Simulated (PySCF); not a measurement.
**Excitation energies in several basis sets**

Species: C3H6GeOSi.
Cartesian coordinates in Å at the PBE0-D3(BJ)/def2-SVP level; atoms count from 1:
```
atom  x, y, z in Å
O1    -3.8401    1.1964    0.1961
C2    -2.6542    1.0230    0.3138
Si3   -1.8169   -0.5146   -0.5138
C4    -0.0087   -0.4393   -0.2395
C5     1.1927   -0.3355   -0.0267
Ge6    3.0635   -0.1567    0.2860
H7    -2.0231    1.7466    0.9022
H8    -2.1317   -0.4835   -1.9698
H9    -2.3914   -1.7424    0.1063
H10    3.3306    1.2578    0.8188
H11    3.4900   -1.2080    1.3192
H12    3.8008   -0.3775   -1.0416
```

TDDFT with PBE0 (PySCF), vertical singlets, core orbitals frozen in the response, spherical d and f functions. Isolated species at its PBE0-D3(BJ)/def2-SVP geometry (one conformer only). Relativistic effects, spin–orbit coupling among them, are left out although an element past zinc is present.

Question: How do the low singlets change with the basis? Take 6-31G*, def2-SVP, def2-SVPD, aug-cc-pVDZ and def2-TZVP.

Answer: 

| basis | functions | diffuse | S1 (eV) | S2 (eV) | S3 (eV) | S4 (eV) | S5 (eV) | LUMO (eV) | α (au) |
| --- | --- | --- | --- | --- | --- | --- | --- | --- | --- |
| 6-31G* | 118 | no | 3.29 | 5.39 | 5.46 | 5.68 | 5.71 | -1.44 | 83.1 |
| def2-SVP | 136 | no | 3.23 | 5.33 | 5.41 | 5.65 | 5.69 | -1.63 | 88.0 |
| def2-SVPD | 193 | yes | 3.19 | 5.31 | 5.37 | 5.53 | 5.67 | -1.92 | 100.3 |
| aug-cc-pVDZ | 209 | yes | 3.18 | 5.29 | 5.34 | 5.50 | 5.65 | -1.88 | 101.7 |
| def2-TZVP | 245 | no | 3.18 | 5.28 | 5.34 | 5.53 | 5.63 | -1.84 | 96.5 |

States are compared by their number. Against the largest diffuse basis here (aug-cc-pVDZ, itself not a converged limit), sets without diffuse functions differ by up to 0.11 eV in S1 and 0.06 eV in S5; the smaller diffuse sets differ by up to 0.01 and 0.02 eV. State by state, the largest deviation of a set without diffuse functions is S1 0.11, S2 0.10, S3 0.12, S4 0.18, S5 0.06 eV. The same number needn't mean the same state in each row. Against aug-cc-pVDZ the polarisability deviates by -18% in 6-31G*, -13% in def2-SVP, -1% in def2-SVPD, -5% in def2-TZVP.
